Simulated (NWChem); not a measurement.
System: C2H3F2, doublet; SMILES F[C](F)C

The following NWChem deck was run.

```
start job
memory heap 200 mb stack 900 mb global 1100 mb
geometry units angstroms noautosym nocenter noautoz
  C      0.039625     1.391801     0.000000
  C     -0.292284    -0.052668     0.000000
  F      0.071800    -0.721596    -1.087169
  F      0.071800    -0.721596     1.087169
  H      1.136122     1.538731     0.000000
  H     -0.376416     1.874213    -0.894206
  H     -0.376416     1.874213     0.894206
end
basis spherical
  C library def2-tzvp
  F library def2-tzvp
  H library def2-tzvp
end
dft
  odft
  mult 2
  xc b3lyp
  iterations 150
end
cosmo
  do_cosmo_smd true
  solvent water
end
task dft energy
```

Excerpt of the output:

```
             Northwest Computational Chemistry Package (NWChem) 7.3.0
             --------------------------------------------------------

                             Geometry "geometry" -> ""
                             -------------------------

 Output coordinates in angstroms (scale by  1.889725989 to convert to a.u.)

  No.       Tag          Charge          X              Y              Z
 ---- ---------------- ---------- -------------- -------------- --------------
    1 C                    6.0000     0.03962500     1.39180100     0.00000000
    2 C                    6.0000    -0.29228400    -0.05266800     0.00000000
    3 F                    9.0000     0.07180000    -0.72159600    -1.08716900
    4 F                    9.0000     0.07180000    -0.72159600     1.08716900
    5 H                    1.0000     1.13612200     1.53873100     0.00000000
    6 H                    1.0000    -0.37641600     1.87421300    -0.89420600
    7 H                    1.0000    -0.37641600     1.87421300     0.89420600

 Effective nuclear repulsion energy (a.u.)     123.6721173956

                                 NWChem DFT Module
                                 -----------------

 Summary of "ao basis" -> "ao basis" (spherical)
 ------------------------------------------------------------------------------
       Tag                 Description            Shells   Functions and Types
 ---------------- ------------------------------  ------  ---------------------
 C                         def2-tzvp                11       31   5s3p2d1f
 F                         def2-tzvp                11       31   5s3p2d1f
 H                         def2-tzvp                 4        6   3s1p

 in cosmo_initialize ...
 calling solv_data for solv:h2o

 solvent parameters
 solvname_short: h2o
 solvname_long:  water
 dielec:       78.4000
 dielecinf:     1.7769
 aqueous SMD model solvent descriptors
 dielec:       78.4000
 sola:          0.8200

          ---------------
          -cosmo- solvent
          ---------------
 Cosmo: York-Karplus, doi: 10.1021/jp992097l
 dielectric constant -eps-     =  78.40
 screen = (eps-1)/(eps    )    =   0.98724
 surface charge correction     = lagrangian

   van der Waals surface
 --------------------------

[...]

                                COSMO-SMD solvation results
                                ---------------------------

             internal energy in gas <Psi(g)|H|Psi(g)> =      -277.767592120348
         internal energy in solvent <Psi(s)|H|Psi(s)> =      -277.766865122165
                               delta internal energy  =         0.000726998183 (    0.46 kcal/mol)
   total free energy in solvent <Psi(s)|H+V/2|Psi(s)> =      -277.772227366197
 polarization energy contribution <Psi(s)|V/2|Psi(s)> =        -0.005362244032 (   -3.36 kcal/mol)
    total free energy in solvent including G(SMD-CDS) =      -277.766077038789
                       G(SMD-CDS) energy contribution =         0.006150327408 (    3.86 kcal/mol)
     1 M fixed-concentration free energy of solvation =         0.001515081559 (    0.95 kcal/mol)

                    DFT Final Alpha Molecular Orbital Analysis
                    ------------------------------------------

 Vector   15  Occ=1.000000D+00  E=-4.024641D-01
              MO Center= -1.0D-01,  1.1D+00,  2.1D-08, r^2= 2.3D+00
   Bfn.  Coefficient  Atom+Function         Bfn.  Coefficient  Atom+Function
  ----- ------------  ---------------      ----- ------------  ---------------
     8      0.298570  1 C  pz                11      0.214421  1 C  pz
   132     -0.192853  6 H  s                138      0.192853  7 H  s
    69      0.168893  3 F  py               100     -0.168893  4 F  py
    72      0.135201  3 F  py               103     -0.135201  4 F  py
   131     -0.133922  6 H  s                137      0.133922  7 H  s

 Vector   16  Occ=1.000000D+00  E=-4.014705D-01
              MO Center=  2.0D-02,  7.5D-01, -1.5D-09, r^2= 2.4D+00
   Bfn.  Coefficient  Atom+Function         Bfn.  Coefficient  Atom+Function
  ----- ------------  ---------------      ----- ------------  ---------------
     7      0.227045  1 C  py                69      0.205143  3 F  py
   100      0.205143  4 F  py                 6     -0.176500  1 C  px
    10      0.174826  1 C  py                72      0.164893  3 F  py
   103      0.164893  4 F  py                38     -0.144690  2 C  py
     9     -0.127519  1 C  px               132      0.126621  6 H  s

 Vector   17  Occ=1.000000D+00  E=-2.229980D-01
              MO Center= -3.6D-01, -3.9D-02, -9.1D-10, r^2= 1.7D+00
   Bfn.  Coefficient  Atom+Function         Bfn.  Coefficient  Atom+Function
  ----- ------------  ---------------      ----- ------------  ---------------
    36      0.481924  2 C  s                 37     -0.406371  2 C  px
    40     -0.365662  2 C  px                 5     -0.342029  1 C  s
    35      0.206618  2 C  s                127      0.203332  5 H  s
    68      0.199092  3 F  px                99      0.199092  4 F  px
    43     -0.173764  2 C  px                74      0.164411  3 F  px

 Vector   18  Occ=0.000000D+00  E= 5.561578D-02
              MO Center=  4.5D-02,  1.6D+00, -2.8D-08, r^2= 5.7D+00
   Bfn.  Coefficient  Atom+Function         Bfn.  Coefficient  Atom+Function
  ----- ------------  ---------------      ----- ------------  ---------------
     5      5.271634  1 C  s                 36     -2.127716  2 C  s
   133     -1.831617  6 H  s                139     -1.831617  7 H  s
   127     -1.657200  5 H  s                 67      0.385430  3 F  s
    98      0.385430  4 F  s                 44     -0.333871  2 C  py
     3      0.275599  1 C  s                 43     -0.276255  2 C  px

[...]
```

Level: B3LYP/def2-TZVP, spin-unrestricted, SMD on the gas-phase geometry. In the optimisation the excess spin sits in a' (Cs, its own frame). All runs use the structure optimised with PBE0/def2-SVP, spin-unrestricted. No stability test was run on the SCF state. B3LYP is NWChem's, with the RPA form of VWN correlation. Solvent: water.
